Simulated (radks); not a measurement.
These are the eigenvalues of the occupied orbitals of an atom or ion with whole-number occupations (hartree). Calculated with a radial shooting solver on a logarithmic mesh with Libxc functionals: Dirac Kohn-Sham, PBEsol, spin-unpolarised, spherical densities, finite nucleus; Fermi nuclear charge, rms radius of each element as measured or else 0.836 A^(1/3) + 0.57 fm.

1s1/2: -430.9929
2s1/2: -55.35854
2p1/2: -49.55766
2p3/2: -48.21552
3s1/2: -7.76212
3p1/2: -5.81350
3p3/2: -5.62877
3d3/2: -2.29247
3d5/2: -2.26557
4s1/2: -1.23058
4p1/2: -0.84407
4p3/2: -0.82916

Which element is it, and in what charge state? The configuration may be excited. Open shells, if any, are shared by 2j + 1.

Answer. Z = 33, arsenic, charge +2: As2+ in [Ar] 3d10 4s2 4p1. The list shows which subshells hold electrons but not how many an open one holds; the 1s level, -430.99 hartree, gives Z - s = 29.4 by -(Z - s)^2/2, which with screening and relativity narrows Z to a few neighbours, and the depths of the outer levels then fix element, charge and occupations together.
